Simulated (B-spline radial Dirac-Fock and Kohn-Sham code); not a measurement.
**Ionisation of each subshell: Rh²⁸⁺**

System: rhodium as Rh²⁸⁺, [Ne] 3s2 3p5; nuclear rms radius 4.4945 fm (A = 103).

These are calculated numbers from a radial B-spline solver; the model is Dirac-Fock energy differences between relaxed states, corrected for Breit and QED terms. The model has no electron correlation. Energies are counted from the vacuum level. Subshells whose hole state is unreliable or did not converge are left out.

All terms are in eV, carry their sign (relaxation lowers the binding energy) and add up to the binding energy; ⟨r⟩ is the mean radius of the orbital in the initial state.

```
subshell  −ε (Koopmans)  relaxation   Breit     QED  binding energy  ⟨r⟩ (bohr)
       K        24720.4      -29.43  -46.19  -22.75         24622.1       0.033
      L1         4790.3       -6.77   -4.38   -2.78          4776.4       0.140
      L2         4531.5       -8.59   -6.99    0.25          4516.2       0.119
      M1         1743.3       -0.82   -0.91   -0.67          1740.9       0.351
    M2,3         1623.6       -0.91   -1.13    0.00          1621.6       0.345
```

For the deepest level, K (1s), the Breit terms make up -0.188 % of the binding energy, QED -0.092 % and orbital relaxation -0.120 %.

Going to the tabulated ground configuration of the next ion removes an electron from M2,3 (3p), computed at 1621.6 eV. NIST lists 1604.9 ± 1.7 eV as the ionisation energy of this species (semi-empirical), -16.66 eV from the computed value. Where a p, d or f shell is open in either ion the computed value averages over both j values and all terms, while the table refers to the lowest levels; that difference holds spin-orbit splitting (largest in heavy or highly charged ions), term energies where several electrons share open shells, and correlation, and it can reach 10 % or more.
